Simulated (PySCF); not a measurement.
This PySCF input asks for the NMR shieldings of C7H7P3S; the geometry comes from GFN2-xTB.

```python
import basis_set_exchange as bse
import numpy as np
from pyscf import gto, dft
from pyscf.prop import nmr

atoms = """
C    -1.671314    3.417191    0.627767
C    -1.267179    2.285245    0.630510
C    -0.822665    0.958546    0.598454
P    -1.784206   -0.603623    0.865661
C    -1.028758   -1.479200   -0.574633
C    -1.790132   -2.629956   -1.140630
P     0.421078   -0.879335   -1.184145
C     0.494687    0.442146    0.139193
S     1.831105    1.633849   -0.013408
C     3.194965    0.475415    0.286573
P     0.034882   -0.038429    1.934487
H    -2.013768    4.408012    0.621274
H    -1.260059   -3.078988   -1.978419
H    -1.949605   -3.389748   -0.373584
H    -2.773400   -2.301113   -1.481176
H     4.117035    1.040343    0.202017
H     3.092975    0.062214    1.288031
H     3.165602   -0.316251   -0.459628
"""
names = dict.fromkeys(["C", "P", "S", "H"], "pcSseg-1")
basis = {el: gto.basis.parse(bse.get_basis(n, elements=[el], fmt="nwchem")) for el, n in names.items()}
mol = gto.M(atom=atoms, basis=basis, charge=0, verbose=0)
mf = dft.RKS(mol, xc="PBE0")
mf.grids.level = 2
mf.grids.alignment = dft.numint.BLKSIZE   # the property module wants whole blocks of grid points
mf.conv_tol = 1e-9
mf.kernel()

calc = nmr.RKS(mf)   # GIAO
C = mf.mo_coeff
Co = C[:, mf.mo_occ > 0]
resp = mf.gen_response(singlet=True, hermi=2)
def vind(x):   # induced exchange potential for any number of trial vectors
    d = np.einsum("pi,xij,qj->xpq", C, 2 * x.reshape(-1, C.shape[1], Co.shape[1]), Co, optimize=True)
    return np.einsum("xpq,pi,qj->xij", resp(d - d.transpose(0, 2, 1)), C, Co, optimize=True).ravel()
mo1, _ = nmr.rhf.solve_mo1(calc, with_cphf=vind)
sigma = calc.kernel(mo1)
for i, s in enumerate(sigma):   # ppm
    w = np.linalg.eigvalsh((s + s.T) / 2)
    print("%2d %-2s iso %8.1f  s11 %8.1f  s22 %8.1f  s33 %8.1f" % (i, mol.atom_pure_symbol(i), w.mean(), *w))
```

Task: What are the results?

Result: 
```
 0 C  iso     99.4  s11     30.0  s22     41.6  s33    226.7
 1 C  iso    102.8  s11      0.3  s22     12.0  s33    296.1
 2 C  iso    111.2  s11     37.7  s22    144.7  s33    151.1
 3 P  iso    325.9  s11    159.2  s22    242.0  s33    576.4
 4 C  iso    -45.2  s11   -259.1  s22     -8.1  s33    131.8
 5 C  iso    161.6  s11    136.0  s22    170.1  s33    178.6
 6 P  iso      1.1  s11   -398.5  s22      0.9  s33    400.9
 7 C  iso     92.8  s11     29.4  s22     87.2  s33    161.7
 8 S  iso    480.9  s11    299.7  s22    416.5  s33    726.5
 9 C  iso    160.6  s11    141.8  s22    161.6  s33    178.3
10 P  iso    309.4  s11   -512.1  s22    669.9  s33    770.4
11 H  iso     29.2  s11     24.1  s22     24.5  s33     38.9
12 H  iso     28.6  s11     23.5  s22     28.0  s33     34.3
13 H  iso     29.3  s11     25.1  s22     27.9  s33     35.0
14 H  iso     29.4  s11     24.7  s22     27.9  s33     35.7
15 H  iso     29.7  s11     24.4  s22     26.1  s33     38.5
16 H  iso     29.5  s11     24.2  s22     29.0  s33     35.4
17 H  iso     28.9  s11     23.9  s22     27.5  s33     35.3
```

These numbers come from an equivalent density-fitted implementation of the same equations, which agrees with the script to about 0.01 ppm for H and up to a few tenths of a ppm for heavy atoms, so last digits may differ.

Size and cost of the density-fitted run: 250 basis functions, about 2.7 core-minutes.
